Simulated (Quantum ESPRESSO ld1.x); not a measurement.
Input (ld1.x (Quantum ESPRESSO 7.5)):

```
 &input
    zed=58.0,
    iswitch=1,
    rel=1,
    dft='PW91',
    config='[Ar] 3d10 4s1.2 4p6 4d10 4f1 5s2 5p6',
    verbosity='high',
    prefix='ld1',
    max_out_wfc=37,
    file_charge='ld1.rho',
 /
```

Command: `OMP_NUM_THREADS=1 ld1.x < ld1.in > ld1.out`

Output (excerpt):

```
     Program LD1 v.7.5 starts

     --------------------------- All-electron run ----------------------------

     scalar relativistic calculation

     atomic number is 58.00
     dft =PW91   lsd =0 sic =0 latt =0  beta=0.20 tr2=1.0E-14
     Exchange-correlation= PW91
                           (   1   4   2   2   0   0   0)
     mesh =2085 r(mesh) = 100.64072 a.u. xmin = -8.00 dx = 0.00800
     1 Ry =  13.60569312 eV, c = 137.03599908

     n l     nl                  e(Ry)          e(Ha)          e(eV)
     1 0     1S 1( 2.00)   -2963.817519691   -1481.908759846 -40324.7916455
     2 0     2S 1( 2.00)    -477.492639523    -238.746319761  -6496.6183218
     2 1     2P 1( 6.00)    -428.031428010    -214.015714005  -5823.6642565
     3 0     3S 1( 2.00)    -105.495632394     -52.747816197  -1435.3412002
     3 1     3P 1( 6.00)     -89.765368265     -44.882684133  -1221.3200537
     3 2     3D 1(10.00)     -67.423272087     -33.711636043   -917.3403494
     4 0     4S 1( 1.20)     -23.847292048     -11.923646024   -324.4589374
     4 1     4P 1( 6.00)     -18.680977154      -9.340488577   -254.1676424
     4 2     4D 1(10.00)     -11.237139516      -5.618569758   -152.8890718
     4 3     4F 1( 1.00)      -3.335429563      -1.667714782    -45.3808311
     5 0     5S 1( 2.00)      -5.617649550      -2.808824775    -76.4320158
     5 1     5P 1( 6.00)      -4.236923893      -2.118461946    -57.6462863

     final scf error:  9.9E-15 reached in  27 iterations

     Etot =  -17702.013979 Ry,   -8851.006990 Ha, -240848.169860 eV

     Ekin =   18762.932985 Ry,    9381.466493 Ha,  255282.708287 eV
     Encl =  -42709.216691 Ry,  -21354.608345 Ha, -581088.495820 eV
     Eh   =    6661.588456 Ry,    3330.794228 Ha,   90635.528251 eV
     Exc  =    -417.318730 Ry,    -208.659365 Ha,   -5677.910577 eV
```

Run on one thread of a shared host, so times are rough (Intel(R) Xeon(R) Processor @ 2.60GHz): 0.71 s of CPU time, 0.76 s wall, 27 iterations on 2085 mesh points.
